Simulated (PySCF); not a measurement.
**What builds the second ionisation energy along group 13**

Calculated with PySCF 2.14 from differences of total energies of unrestricted determinants, without spin-orbit coupling. Each column adds one step, in eV (sums use unrounded values): valence MP2, valence CCSD, valence triples, then the next inner shell at CCSD(T) (B 1s, Al 2s 2p, Ga 3s 3p 3d, In 4s 4p 4d, Tl 5s 5p 5d). References (NIST) marked * lie between the lowest fine-structure levels; the others compare directly ((s) semi-empirical, (t) theoretical).

```csv
element,UHF,+ MP2,+ CCSD,+ (T),+ inner shell,sum,reference
"B [He] 2s2 → [He] 2s1 (x2c-TZVPPall with one added diffuse shell each of s, p, d type, spin-free X2C)",23.447,0.968,0.652,0.000,-0.004,25.063,25.155
"Ga [Ar] 3d10 4s2 → [Ar] 3d10 4s1 (x2c-TZVPPall with one added diffuse shell each of s, p, d type, spin-free X2C)",18.743,0.715,0.287,0.000,0.433,20.178,20.515
"In [Kr] 4d10 5s2 → [Kr] 4d10 5s1 (x2c-TZVPPall with one added diffuse shell each of s, p, d, f type, spin-free X2C)",17.035,0.625,0.257,0.000,0.807,18.724,18.870
"Tl [Xe] 4f14 5d10 6s2 → [Xe] 4f14 5d10 6s1 (x2c-TZVPPall with one added diffuse shell each of s, p, d, f type, spin-free X2C)",18.395,0.531,0.191,0.000,1.071,20.189,20.428
```

Estimate the missing row, Al [Ne] 3s2 → [Ne] 3s1 (x2c-TZVPPall with one added diffuse shell each of s, p, d type, spin-free X2C).

The calculation gives UHF 17.561; + MP2 0.751; + CCSD 0.318; + (T) 0.000; + inner shell 0.123; sum 18.753. The reference value is 18.829.

What remains against the references is mostly basis incompleteness.

These are valence bases, so the inner-shell step is incomplete.
